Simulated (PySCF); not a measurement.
Species: C3H6Ge.
InChI=1S/C3H6Ge/c1-2-3-4/h1H,3H2,4H3

Method: PySCF 2.14.0, PBE0-D3(BJ)/def2-SVP geometry optimisation, gas phase.

Masses are those of the commonest isotopes; rigid-rotor values at the optimised geometry. 

**Question.** What are A, B and C (cm⁻¹)?

**Answer.** Ia = 31.10, Ib = 238.68, Ic = 260.22 u·Å²; 505379 MHz·u·Å²/I gives 16253, 2117 and 1942 MHz, that is A = 0.54213, B = 0.07063, C = 0.06478 cm⁻¹.

**Question.** Classify the top.

**Answer.** A near-prolate asymmetric top. Ray's parameter κ = (2B − A − C)/(A − C) = -0.976; −1 is the prolate and +1 the oblate limit.

**Question.** Is it planar, by Δ = Ic − Ia − Ib?

**Answer.** Not planar: Δ = Ic − Ia − Ib = -9.56 u·Å². For a rigid frame Δ = −2 Σ m c², so Σ m c² = 4.78 u·Å² lies off the ab plane, practically all of it from hydrogen. The atom farthest from that plane is 1.27 Å away.

**Question.** Give the other two planar moments, Paa and Pbb, and the rms extents of the mass along the axes.

**Answer.** Paa = Σ m a² = (Ib + Ic − Ia)/2 = 233.90 and Pbb = Σ m b² = (Ia + Ic − Ib)/2 = 26.31 u·Å². With the mass M = 115.97 u, the rms extents √(P/M) along a, b and c are 1.42, 0.48, 0.20 Å.

**Question.** Give the coordinates in the principal-axis frame, origin at the centre of mass.

**Answer.** The sense of each axis is arbitrary; atoms in the order of the calculation.
```csv
atom,mass (u),a (Å),b (Å),c (Å)
C1,12.000,2.892,0.537,0.000
C2,12.000,1.916,-0.181,0.001
C3,12.000,0.720,-0.997,0.000
Ge4,73.921,-0.913,0.117,0.000
H5,1.008,3.764,1.164,0.000
H6,1.008,0.690,-1.652,0.886
H7,1.008,0.690,-1.649,-0.888
H8,1.008,-2.146,-0.808,-0.017
H9,1.008,-0.914,1.010,-1.250
H10,1.008,-0.933,0.985,1.268
```

**Question.** List the rotational levels J(Ka,Kc) to J = 3 (MHz).

**Answer.** Above 0(0,0):
J = 1: 1(0,1) 4060, 1(1,1) 18195, 1(1,0) 18370
J = 2: 2(0,2) 12177, 2(1,2) 26139, 2(1,1) 26664, 2(2,1) 69070, 2(2,0) 69071
J = 3: 3(0,3) 24349, 3(1,3) 38053, 3(1,2) 39105, 3(2,2) 81248, 3(2,1) 81256, 3(3,1) 152364, 3(3,0) 152364

**Question.** Which types of transition are allowed, and where do some lines up to J = 3 fall?

**Answer.** The dipole components are |μa| = 0.40 D, |μb| = 0.51 D, |μc| = 0.00 D; the mirror of this Cs structure is the ab plane, so μc vanishes by symmetry and there are no c-type lines. Intensities carry the squares of the components, which stand as 0.61 : 1.00 (a : b). Some lines, for components of 0.1 D or more:

```json
{"type": "a", "branch": "Q", "J(Ka,Kc)": "2(1,1) ← 2(1,2)", "MHz": "526", "lower level (cm⁻¹)": "0.872"}
{"type": "a", "branch": "Q", "J(Ka,Kc)": "3(1,2) ← 3(1,3)", "MHz": "1051", "lower level (cm⁻¹)": "1.269"}
{"type": "a", "branch": "R", "J(Ka,Kc)": "1(0,1) ← 0(0,0)", "MHz": "4060", "lower level (cm⁻¹)": "0.000"}
{"type": "a", "branch": "R", "J(Ka,Kc)": "2(1,2) ← 1(1,1)", "MHz": "7944", "lower level (cm⁻¹)": "0.607"}
{"type": "a", "branch": "R", "J(Ka,Kc)": "2(0,2) ← 1(0,1)", "MHz": "8117", "lower level (cm⁻¹)": "0.135"}
{"type": "a", "branch": "R", "J(Ka,Kc)": "2(1,1) ← 1(1,0)", "MHz": "8294", "lower level (cm⁻¹)": "0.613"}
{"type": "a", "branch": "R", "J(Ka,Kc)": "3(1,3) ← 2(1,2)", "MHz": "11915", "lower level (cm⁻¹)": "0.872"}
{"type": "a", "branch": "R", "J(Ka,Kc)": "3(0,3) ← 2(0,2)", "MHz": "12172", "lower level (cm⁻¹)": "0.406"}
{"type": "a", "branch": "R", "J(Ka,Kc)": "3(2,2) ← 2(2,1)", "MHz": "12179", "lower level (cm⁻¹)": "2.304"}
{"type": "a", "branch": "R", "J(Ka,Kc)": "3(2,1) ← 2(2,0)", "MHz": "12185", "lower level (cm⁻¹)": "2.304"}
{"type": "a", "branch": "R", "J(Ka,Kc)": "3(1,2) ← 2(1,1)", "MHz": "12440", "lower level (cm⁻¹)": "0.889"}
{"type": "b", "branch": "Q", "J(Ka,Kc)": "2(1,1) ← 2(0,2)", "MHz": "14487", "lower level (cm⁻¹)": "0.406"}
{"type": "b", "branch": "Q", "J(Ka,Kc)": "3(1,2) ← 3(0,3)", "MHz": "14756", "lower level (cm⁻¹)": "0.812"}
{"type": "b", "branch": "R", "J(Ka,Kc)": "1(1,1) ← 0(0,0)", "MHz": "18195", "lower level (cm⁻¹)": "0.000"}
{"type": "b", "branch": "R", "J(Ka,Kc)": "2(1,2) ← 1(0,1)", "MHz": "22079", "lower level (cm⁻¹)": "0.135"}
{"type": "b", "branch": "R", "J(Ka,Kc)": "3(1,3) ← 2(0,2)", "MHz": "25876", "lower level (cm⁻¹)": "0.406"}
{"type": "b", "branch": "Q", "J(Ka,Kc)": "3(2,1) ← 3(1,2)", "MHz": "42152", "lower level (cm⁻¹)": "1.304"}
{"type": "b", "branch": "Q", "J(Ka,Kc)": "2(2,0) ← 2(1,1)", "MHz": "42407", "lower level (cm⁻¹)": "0.889"}
{"type": "b", "branch": "Q", "J(Ka,Kc)": "2(2,1) ← 2(1,2)", "MHz": "42931", "lower level (cm⁻¹)": "0.872"}
{"type": "b", "branch": "Q", "J(Ka,Kc)": "3(2,2) ← 3(1,3)", "MHz": "43195", "lower level (cm⁻¹)": "1.269"}
{"type": "b", "branch": "R", "J(Ka,Kc)": "2(2,1) ← 1(1,0)", "MHz": "50700", "lower level (cm⁻¹)": "0.613"}
{"type": "b", "branch": "R", "J(Ka,Kc)": "2(2,0) ← 1(1,1)", "MHz": "50877", "lower level (cm⁻¹)": "0.607"}
{"type": "b", "branch": "R", "J(Ka,Kc)": "3(2,2) ← 2(1,1)", "MHz": "54584", "lower level (cm⁻¹)": "0.889"}
{"type": "b", "branch": "R", "J(Ka,Kc)": "3(2,1) ← 2(1,2)", "MHz": "55118", "lower level (cm⁻¹)": "0.872"}
{"type": "b", "branch": "Q", "J(Ka,Kc)": "3(3,0) ← 3(2,1)", "MHz": "71107", "lower level (cm⁻¹)": "2.710"}
{"type": "b", "branch": "Q", "J(Ka,Kc)": "3(3,1) ← 3(2,2)", "MHz": "71115", "lower level (cm⁻¹)": "2.710"}
{"type": "b", "branch": "R", "J(Ka,Kc)": "3(3,1) ← 2(2,0)", "MHz": "83292", "lower level (cm⁻¹)": "2.304"}
{"type": "b", "branch": "R", "J(Ka,Kc)": "3(3,0) ← 2(2,1)", "MHz": "83294", "lower level (cm⁻¹)": "2.304"}
```

**Question.** Estimate the classical rotational partition function at 200 K, 298.15 K and 500 K.

**Answer.** Point group Cs, symmetry number σ = 1; q = (√π/σ)·√((kT/h)³/(ABC)), k/h = 20836.6 MHz/K: 58300 at 200 K, 106000 at 298.15 K, 231000 at 500 K.

No PBE0-D3(BJ)/def2-SVP frequencies stand behind this structure, so it isn't proved a minimum. No vibrational averaging or centrifugal distortion is included, and the geometry carries the error of its method. A rigid rotor knows nothing of internal rotation, which can split or shift real lines.

The run took 21 s wall on one thread, Arm Neoverse V2 (aarch64), no GPU, shared host with 96 logical CPUs at a one-minute load of 36, and the process peaked at 0.42 GiB of memory. These figures are those of the optimisation.
